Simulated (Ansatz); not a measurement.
In3P2Cl3. Total charge 0; singlet. Geometry PBE-D4/def2-SVP.

Cartesian coordinates in Å:
```
In 1.776 1.705 -0.531
In -2.097 0.809 1.164
In 1.120 -1.935 1.519
P -1.115 1.566 -1.717
P -0.813 -0.341 -1.990
Cl 2.057 -0.972 -0.940
Cl 0.601 0.974 1.917
Cl -1.529 -1.807 0.578
```

In the def2 sets In takes a core potential; there is no spin–orbit coupling. The restricted singlet is unstable towards broken spin symmetry in Hartree–Fock (as tested in another run); at PBE-D4/def2-TZVP, BLYP-D4/def2-TZVP, r2SCAN-D4/def2-TZVP, PBE0-D4/def2-TZVP this wasn't settled. Another isomer (singlet) lies 0.11 eV lower at PBE0-D4/def2-TZVP; other spin states weren't run for this one.

(1) Estimate the orbital energies around the gap (eV) in Ansatz with PBE-D4/def2-TZVP, BLYP-D4/def2-TZVP, r2SCAN-D4/def2-TZVP, PBE0-D4/def2-TZVP.

Answers

(1) 
```
orbital  PBE-D4/def2-TZVP  BLYP-D4/def2-TZVP  r2SCAN-D4/def2-TZVP  PBE0-D4/def2-TZVP
 HOMO−9             -7.90              -7.68                -8.30              -9.23
 HOMO−8             -7.58              -7.35                -7.98              -8.88
 HOMO−7             -7.37              -7.15                -7.78              -8.68
 HOMO−6             -7.33              -7.13                -7.74              -8.64
 HOMO−5             -7.24              -7.06                -7.59              -8.45
 HOMO−4             -6.95              -6.75                -7.31              -8.10
 HOMO−3             -6.83              -6.64                -7.16              -7.92
 HOMO−2             -6.12              -5.95                -6.40              -7.08
 HOMO−1             -5.94              -5.79                -6.21              -6.81
   HOMO             -5.77              -5.65                -6.03              -6.63
   LUMO             -3.72              -3.54                -3.78              -3.12
 LUMO+1             -3.68              -3.51                -3.73              -3.09
 LUMO+2             -2.15              -2.04                -1.95              -1.51
 LUMO+3             -1.61              -1.51                -1.40              -0.95
 LUMO+4             -1.46              -1.35                -1.24              -0.79
 LUMO+5             -1.34              -1.24                -1.10              -0.67
```
